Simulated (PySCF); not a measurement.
C4H5BO, SMILES C#CB1COC1.

Geometry: r2SCAN-D4/def2-SVP. This is a generated structure with no PubChem entry under its InChIKey; it may be hypothetical.

These are PySCF with PBE/def2-TZVP values and carry that method's errors.

Symmetry labels are those of the subgroup C2v that the program uses (full group C2v).

Problem. List the valence orbital energies around the gap with their symmetry. (Estimate from the structure and the level; the computed values follow.)

Solution. 
| orbital | symmetry | energy (eV) |
|---|---|---|
| HOMO−7 | B1 | -11.52 |
| HOMO−6 | B2 | -10.75 |
| HOMO−5 | A2 | -9.67 |
| HOMO−4 | B2 | -8.03 |
| HOMO−3 | B1 | -7.71 |
| HOMO−2 | A1 | -7.14 |
| HOMO−1 | B2 | -6.63 |
| HOMO | B1 | -5.77 |
| LUMO | B1 | -3.02 |
| LUMO+1 | B2 | -0.77 |
| LUMO+2 | A1 | 0.38 |
| LUMO+3 | A1 | 0.69 |
